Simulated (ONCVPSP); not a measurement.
**Pseudopotential generation for As: ONCV, PBE, scalar-relativistic.**

- Element: arsenic
- Generator: ONCVPSP 4.0.1
- Type: optimised norm-conserving Vanderbilt (ONCV)
- Functional: PBE
- Relativity: scalar-relativistic
- Frozen core: [Ne]
- Valence charge: 23
- Reference configuration: 3s2 3p6 3d10 4s2 4p3
- Partial waves: 3s+4s: rc 1.20 bohr, ncon 4, nbas 8, qcut 10.3 1/bohr, 2 projectors; 3p+4p: rc 1.05 bohr, ncon 4, nbas 7, qcut 11.8 1/bohr, 2 projectors; 3d: rc 0.95 bohr, ncon 4, nbas 8, qcut 19.3 1/bohr, 1 projector; f scattering state at 0.04 Ha: rc 0.95 bohr, ncon 4, nbas 7, qcut 12.7 1/bohr, 1 projector
- Local potential: polynomial inside 0.75 bohr (lpopt 2, dvloc0 4 Ha)
- Core correction: Teter function fitted to the true core (icmod 2), fcfact 0.5

Calculated quality:

| Property | Result |
| --- | --- |
| Cutoffs needed | 133 Ha and 149 Ha (the cutoffs (Ha) at which the residual kinetic energy of the hardest occupied pseudo-wave falls to 1 and 0.1 mHa per electron) |
| Ghost test | no bound ghost flagged; no localised positive-energy state flagged |
| Largest excitation error | -4.7 meV (all-electron minus pseudo) for 3s2 3p6 3d10 4s2 4p0, out of 4 test configurations |
| rms error of d²Exc/dni dnj | 3.31 mHa without and 1.84 mHa with the model core |

Generation and tests took about 3.9 s on one core of a shared server CPU.
